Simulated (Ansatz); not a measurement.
## Match the barriers

Saddle point of CH7GeN, closed shell (CH₇GeN ([CH3][NH][GeH3]) → CH₅GeN ([CH3][N][GeH2]) + H₂; bonds formed: H2–H5; bonds broken: Ge1–H2, N3–H5), PBE0-D4/def2-TZVP structure:

```tsv
atom	x (Å)	y (Å)	z (Å)
Ge1	0.1672	1.3495	0.1184
H2	1.8434	0.9837	-0.9445
N3	0.3477	-0.3880	-0.1259
C4	-0.6239	-1.3875	0.2397
H5	1.3947	0.1455	-0.9178
H6	-0.5148	1.7671	1.4555
H7	0.0605	2.5356	-0.8577
H8	-1.2971	-1.6408	-0.5885
H9	-1.2612	-1.0577	1.0742
H10	-0.1162	-2.3075	0.5466
```

Program: Ansatz 0.2.0. Basis: def2-TZVPP, with def2-QZVPP for the basis limit. Cores are frozen in the correlated methods. Filled d shells of the heavier atoms are correlated. The def2 sets are not built for correlating such inner shells, so the correlated values are less sure here. B3LYP uses VWN-RPA correlation. Extrapolation: Hartree–Fock as exp(−7.88 √X), correlation as X^−2.97. Four methods, as single points on the PBE0-D4 structures, gave these electronic barriers from the start structure: 78.58, 87.12, 89.65, 112.48 kcal/mol.

**Question.** The methods were, in alphabetical order, B3LYP-D4, HF, MP2, PBE-D4. Which gave which? (A judgement: the text doesn't fix the answer.)

**Answer.** Computed: PBE-D4 78.58; B3LYP-D4 87.12; MP2 89.65; HF 112.48 kcal/mol. For comparison, CCSD(T) at an estimated basis limit (MP2 extrapolated from triple and quadruple zeta, plus CCSD(T) − MP2 in triple zeta) gives 90.55 kcal/mol.

T1 diagnostic: at most 0.023. The restricted Hartree–Fock reference is unstable towards an unrestricted one at one or more of these structures.

Labels in which every atom is bracketed show which atoms are joined, not bond orders.

For scale, one of the runs: CCSD(T)/def2-TZVPP, 208 basis functions (an equivalent command: `ansatz run in.yaml --threads 4`). Time: 75 s of wall clock on 4 CPU threads; the host was shared. Peak host memory: 2.9 GiB.
